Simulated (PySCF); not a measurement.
An excited-state job on `C=CBr` (bromoethene).

Computed with TDDFT wB97X-D/def2-SVPD, vertical, gas phase, core orbitals frozen in the response (PySCF 2.14.0, density-fitted response routines). Geometry: GFN2-xTB. A driver script takes a list of jobs; this job's settings line and coordinates (Å) are shown.

Input:
```
{"job": {"kind": "uv", "xc": "wB97X-D", "basis": "def2-SVPD", "nstates": 8, "ntriplets": 3}, "charge": 0, "multiplicity": 1}
C     -0.745714     0.080472    -0.061396
C      0.556642     0.121250     0.126152
Br     1.715203    -1.282705    -0.400496
H     -1.370140     0.899203     0.252956
H     -1.234716    -0.757435    -0.528047
H      1.081847     0.941207     0.589257
```

Output:
```
coarse grid: 25112 points
cycle   1  E = -2651.7890409830  dE = -8.172e-01  |g| = 2.581e-01  |ddm| = 3.490e+00
cycle   2  E = -2651.7941247527  dE = -5.084e-03  |g| = 2.494e-01  |ddm| = 8.265e-01
cycle   3  E = -2651.8089058670  dE = -1.478e-02  |g| = 3.628e-02  |ddm| = 3.516e-01
cycle   4  E = -2651.8092917217  dE = -3.859e-04  |g| = 9.117e-03  |ddm| = 6.003e-02
cycle   5  E = -2651.8093250643  dE = -3.334e-05  |g| = 1.626e-03  |ddm| = 3.307e-02
cycle   6  E = -2651.8093269229  dE = -1.859e-06  |g| = 6.791e-04  |ddm| = 6.333e-03
final grid: 51608 points
cycle   7  E = -2651.8091899155  dE = -7.501e-07  |g| = 7.916e-04  |ddm| = 9.108e-03
cycle   8  E = -2651.8091899836  dE = -6.808e-08  |g| = 5.904e-04  |ddm| = 2.323e-03
cycle   9  E = -2651.8091900516  dE = -6.804e-08  |g| = 6.757e-05  |ddm| = 6.827e-04
cycle  10  E = -2651.8091900534  dE = -1.764e-09  |g| = 4.385e-05  |ddm| = 2.224e-04
cycle  11  E = -2651.8091900541  dE = -6.876e-10  |g| = 9.178e-06  |ddm| = 1.163e-04
converged SCF energy = -2651.8091900541

Static polarisability (au): isotropic 47.355, principal 35.488 41.994 64.583

Singlet excitations
state   eV       nm        f      main configurations
  1   5.9950    206.8   0.00061   H->L+1 0.90
  2   6.6197    187.3   0.22572   H->L 0.94
  3   6.7504    183.7   0.00366   H-1->L+1 0.91
  4   6.8449    181.1   0.00083   H-1->L 0.99
  5   7.4856    165.6   0.00239   H->L+2 0.92
  6   8.1128    152.8   0.00010   H->L+3 0.74
  7   8.3225    149.0   0.08025   H-1->L+2 0.75, H-1->L+4 0.14
  8   8.3494    148.5   0.02862   H-3->L 0.27, H-2->L+1 0.27, H->L+3 0.20

Triplet excitations (Tamm-Dancoff, eV): 4.3545 5.4913 6.0533
```

The SCF starts on a coarse grid where the log names one; the energy can jump when the final grid takes over, and dE then counts from the start density on the new grid. H and L stand for HOMO and LUMO; the number after each pair is its weight.

Task: How does the lowest singlet excitation compare with the HOMO–LUMO gap?

Result: HOMO -9.35 eV and LUMO 1.41 eV give a gap of 10.76 eV; S1 at 6.00 eV lies 4.76 eV below it.

Summary of the converged run: HOMO -9.35 eV, LUMO 1.41 eV; lowest singlet 6.00 eV; lowest triplet 4.35 eV (Tamm–Dancoff); mean polarisability 47.4 au.

 Relativistic effects, spin–orbit coupling among them, are left out although an element past zinc is present.

Task: How long does this job take on one thread of an x86-64 server, shared host?

Result: About 7.0 s.
Labels such as C1 count atoms from 1, the log's own numbers from 0.

Note: wB97X-D ran without an empirical dispersion term, which enters the total energy and its gradient alone.
